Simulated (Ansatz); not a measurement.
Reaction (hydrogenolysis of a Ge–O bond): `[OH][GeH2][SeH]` + H₂ → `[GeH3][SeH]` + H₂O

Gas-phase electronic energies from Ansatz, PBE0-D4/def2-TZVP geometries. CCSD(T)/CBS is the MP2 limit (def2-TZVPP, def2-QZVPP) plus CCSD(T) − MP2 in def2-TZVPP, frozen cores. This one scheme is used for every species. DFT in def2-TZVPP. B3LYP here is the variant with VWN-RPA as its local correlation; programs differ in this. HSE06 is defined as in plane-wave codes. For Ge, Se outer-core shells are correlated without core-valence functions, which leaves a few kJ/mol of doubt a bond. Scalar relativity is left out up to krypton. One conformer a species, not always the lowest.

(1) Is it downhill or uphill in electronic energy at CCSD(T)/CBS, and by how much? (Best estimate.)

(2) What do these levels give: PBE-D4, r2SCAN0-D4, ωB97X-V, revPBE, PBE0, B3LYP, HSE06, CCSD/def2-SVP, CCSD(T)/def2-SVP, CCSD/def2-TZVPP, MP2/CBS(def2), CCSD/CBS(def2)? (An estimate is asked.)

(3) What do rigid-rotor, harmonic-oscillator terms from PBE0-D4/def2-TZVP frequencies (298.15 K, 1 bar) make of the CCSD(T)/CBS value? (Best estimate.)

Largest T1 diagnostic among the species: 0.011.

## Answers

(1) Computed: Uphill: ΔE = +10.3 kJ/mol.

(2) The calculation gave: PBE-D4 13.0, r2SCAN0-D4 11.5, ωB97X-V 13.4, revPBE 9.0, PBE0 4.7, B3LYP 9.1, HSE06 4.9, CCSD/def2-SVP 6.0, CCSD(T)/def2-SVP 9.5, CCSD/def2-TZVPP 8.6, MP2/CBS(def2) 16.6, CCSD/CBS(def2) 6.2 kJ/mol.

(3) Ansatz gave: ΔZPE = +12.4 kJ/mol, ΔH = +20.9 kJ/mol, ΔS = 31 J/(mol·K), ΔG = +11.8 kJ/mol.

The D4 term adds +4.9 kJ/mol with B3LYP and +2.6 kJ/mol with PBE0; it sums over pairs of atoms, weighted by their polarisabilities, and B3LYP, whose exchange is more repulsive, gets the larger term. From BLYP to BHLYP (50 % exact exchange), in def2-TZVPP and without D4, ΔE moves by −7.0 kJ/mol.
